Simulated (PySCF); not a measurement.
# `[C@@H]1([C@@H](C=O)F)O[C@H]1F`, C4H4F2O2

Geometry:
```csv
atom,x (Å),y (Å),z (Å)
O1,-1.060,-1.241,-1.376
C2,-1.510,-0.339,-0.737
C3,-0.673,0.785,-0.146
F4,-1.481,1.583,0.624
C5,0.481,0.267,0.699
O6,1.782,0.692,0.376
C7,1.499,-0.626,0.146
F8,2.082,-1.514,0.979
H9,-2.587,-0.230,-0.521
H10,-0.281,1.413,-0.960
H11,0.263,0.209,1.762
H12,1.485,-1.000,-0.872
```

Theory: TDDFT PBE0/def2-SVPD circular dichroism and optical rotation, one conformer, gas phase (PySCF). Geometry: GFN2-xTB.

The molecule is flexible and this is one conformer; a measurement averages over conformers. States above about 8.4 eV (minus the energy of the highest occupied orbital) lie near or above the ionisation threshold and depend on the basis.

Task: Draw the ECD and absorption spectra from the lowest 16 states, each a Gaussian of half-width 0.2 eV at 1/e height.

Result: 
| E (eV) | λ (nm) | Δε (L mol⁻¹ cm⁻¹) | ε (L mol⁻¹ cm⁻¹) |
| --- | --- | --- | --- |
| 3.69 | 336 | 0.00 | 0 |
| 3.79 | 327 | +0.04 | 0.356 |
| 3.89 | 319 | +0.22 | 2.05 |
| 3.99 | 311 | +0.75 | 7.15 |
| 4.09 | 303 | +1.59 | 15.1 |
| 4.19 | 296 | +2.04 | 19.4 |
| 4.29 | 289 | +1.59 | 15.1 |
| 4.39 | 282 | +0.75 | 7.15 |
| 4.49 | 276 | +0.22 | 2.05 |
| 4.59 | 270 | +0.04 | 0.356 |
| 4.69 | 264 | 0.00 | 0 |
| 4.79 | 259 | 0.00 | 0 |
| 4.89 | 253 | 0.00 | 0 |
| 4.99 | 248 | 0.00 | 0 |
| 5.09 | 243 | 0.00 | 0 |
| 5.19 | 239 | 0.00 | 0 |
| 5.29 | 234 | 0.00 | 0 |
| 5.39 | 230 | 0.00 | 0 |
| 5.49 | 226 | 0.00 | 0 |
| 5.59 | 222 | 0.00 | 0.634 |
| 5.69 | 218 | +0.02 | 6.81 |
| 5.79 | 214 | +0.10 | 44.3 |
| 5.89 | 210 | +0.41 | 175 |
| 5.99 | 207 | +0.99 | 420 |
| 6.09 | 204 | +1.52 | 618 |
| 6.19 | 200 | +1.88 | 597 |
| 6.29 | 197 | +3.05 | 519 |
| 6.39 | 194 | +5.68 | 627 |
| 6.49 | 191 | +7.63 | 761 |
| 6.59 | 188 | +6.40 | 628 |
| 6.69 | 185 | +3.27 | 320 |
| 6.79 | 183 | +1.01 | 99.2 |
| 6.89 | 180 | +0.19 | 18.7 |
| 6.99 | 177 | +0.02 | 2.13 |
| 7.09 | 175 | 0.00 | 0.15 |
| 7.19 | 172 | 0.00 | 0.106 |
| 7.29 | 170 | -0.01 | 1.94 |
| 7.39 | 168 | -0.16 | 23.1 |
| 7.49 | 165 | -1.18 | 170 |
| 7.59 | 163 | -5.33 | 777 |
| 7.69 | 161 | -14.92 | 2200 |
| 7.79 | 159 | -25.84 | 3870 |
| 7.89 | 157 | -27.49 | 4280 |
| 7.99 | 155 | -16.86 | 3070 |
| 8.09 | 153 | -2.65 | 1830 |
| 8.19 | 151 | +6.90 | 1820 |
| 8.29 | 150 | +9.26 | 2640 |
| 8.39 | 148 | +7.04 | 2990 |
| 8.49 | 146 | +6.11 | 2510 |
| 8.59 | 144 | +9.73 | 2420 |
| 8.69 | 143 | +17.00 | 3490 |
| 8.79 | 141 | +25.11 | 4870 |
| 8.89 | 139 | +29.69 | 5470 |
| 8.99 | 138 | +28.35 | 5320 |

Δε uses R in velocity form, ε uses f in length form. Only the states computed contribute, so the short-wavelength end is incomplete.

The sign of the CD band at 148 nm isn't settled: the length form gives the opposite one.
